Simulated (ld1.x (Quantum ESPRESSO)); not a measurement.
# u(r) = r·R(r): atom against pseudo-atom (Mg)

Columns: radius, all-electron u(r) and pseudo u(r) of the 2s shell (level -79.85 eV) of magnesium in the configuration [He] 2s2 2p6 3s2 3p0; PBE, scalar-relativistic, PAW scheme, ld1.x (Quantum ESPRESSO) 7.5.

```
r (bohr)  all-electron   pseudo
   0.072        0.5586  -0.1659
   0.145        0.2335  -0.3282
   0.217       -0.2570  -0.4769
   0.290       -0.6851  -0.6110
   0.362       -0.9801  -0.7230
   0.435       -1.1546  -0.8128
   0.507       -1.2287  -0.8762
   0.580       -1.2323  -0.9145
   0.652       -1.1887  -0.9273
   0.725       -1.1151  -0.9171
   0.798       -1.0252  -0.8863
   0.870       -0.9299  -0.8394
   0.942       -0.8339  -0.7802
   1.015       -0.7399  -0.7117
   1.088       -0.6517  -0.6391
   1.160       -0.5717  -0.5672
   1.232       -0.4990  -0.4980
   1.305       -0.4330  -0.4330
   1.378       -0.3744  -0.3745
   1.450       -0.3235  -0.3235
   1.522       -0.2787  -0.2787
   1.595       -0.2391  -0.2391
   1.668       -0.2047  -0.2047
   1.740       -0.1753  -0.1753
   1.812       -0.1500  -0.1500
   1.885       -0.1279  -0.1279
```

Q: How many radial nodes do the two functions have?

A: The all-electron 2s function has n − l − 1 = 1; the pseudo-wave has 0, since the states of the same l below it are removed with the core.

Q: At about which radius was the pseudo-wave matched?

A: 1.45 bohr. The columns agree to 0.0005 from 1.30 bohr on; several derivatives are matched, so the curves merge somewhat inside the radius.

Q: Is the pseudo-wave norm-conserving?

A: No, it belongs to a PAW set: the norm inside the radius is not constrained, and the difference is carried by the augmentation charge.
